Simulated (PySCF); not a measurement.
Cr(O)(OH)4 (CrH₄O₅), SMILES [OH][Cr]([OH])([OH])(=[O])[OH], multiplicity 1.

Geometry optimised at PBE-D3(BJ)/def2-SVP. The multiplicity is an assumed one; other spin states were not compared. One conformer was computed; it need not be the lowest.

Calculation: PBE-D3(BJ)/def2-SVP (PySCF 2.14.0).

Frequencies are harmonic and unscaled.

**Question.** Give all harmonic wavenumbers and intensities. (Estimate from the structure and the level; the computed values follow.)

**Answer.** 
| mode | ν (cm⁻¹) | IR (km/mol) | moving atoms (share of kinetic energy) |
|---|---|---|---|
| 1 | 79 | 3.2 | O 95 % |
| 2 | 189 | 10.3 | O 90 % |
| 3 | 250 | 0.0 | O 55 %, Cr 24 %, H 21 % |
| 4 | 258 | 25.2 | O 62 %, Cr 24 %, H 13 % |
| 5 | 290 | 10.3 | O 83 %, H 14 % |
| 6 | 325 | 2.0 | O 68 %, Cr 24 % |
| 7 | 422 | 13.3 | O 81 %, H 15 % |
| 8 | 459 | 14.3 | H 75 %, O 24 % |
| 9 | 510 | 47.1 | O 94 % |
| 10 | 567 | 162.0 | H 89 %, O 11 % |
| 11 | 603 | 6.8 | H 88 %, O 12 % |
| 12 | 609 | 172.3 | H 89 %, O 10 % |
| 13 | 626 | 64.6 | O 77 %, Cr 12 %, H 11 % |
| 14 | 681 | 53.7 | O 63 %, H 28 %, Cr 9 % |
| 15 | 735 | 166.3 | O 61 %, Cr 32 % |
| 16 | 747 | 83.9 | H 54 %, O 28 %, Cr 18 % |
| 17 | 841 | 187.2 | H 89 %, O 11 % |
| 18 | 847 | 177.9 | H 73 %, O 26 % |
| 19 | 972 | 42.6 | H 82 %, O 17 % |
| 20 | 1092 | 115.8 | O 56 %, Cr 25 %, H 18 % |
| 21 | 3605 | 91.9 | H 94 % |
| 22 | 3610 | 102.3 | H 94 % |
| 23 | 3632 | 51.5 | H 94 % |
| 24 | 3692 | 101.9 | H 94 % |
